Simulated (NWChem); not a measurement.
System: CNO, doublet; SMILES N#C[O]

The following NWChem deck was run.

```
start job
memory heap 200 mb stack 900 mb global 1100 mb
geometry units angstroms noautosym nocenter noautoz
  O      0.000000     0.000000     1.153207
  C      0.000000     0.000000    -0.048912
  N      0.000000     0.000000    -1.270301
end
basis spherical
  O library def2-svp
  C library def2-svp
  N library def2-svp
end
dft
  odft
  mult 2
  xc pbe0
  iterations 150
end
cosmo
  dielec 37.5
end
task dft energy
```

The state is orbitally degenerate and is run as one real component. Geometry: optimised at PBE-D3(BJ)/def2-SVP, spin-unrestricted. No stability test was run on the SCF state.

Level: PBE0/def2-SVP with COSMO at NWChem's default radii, gas-phase geometry; the question gives the dielectric constant. Reactions with the solvent are ignored.

**Question.** Give the results of this calculation. (PBE0/def2-SVP, spin-unrestricted, COSMO on the gas-phase geometry.) Quantities: electrostatic solvation energy (kcal/mol); dipole in solution (D).

**Answer.** 
```yaml
electrostatic solvation energy (kcal/mol): -2.4
dipole in solution (D): 0.85
```
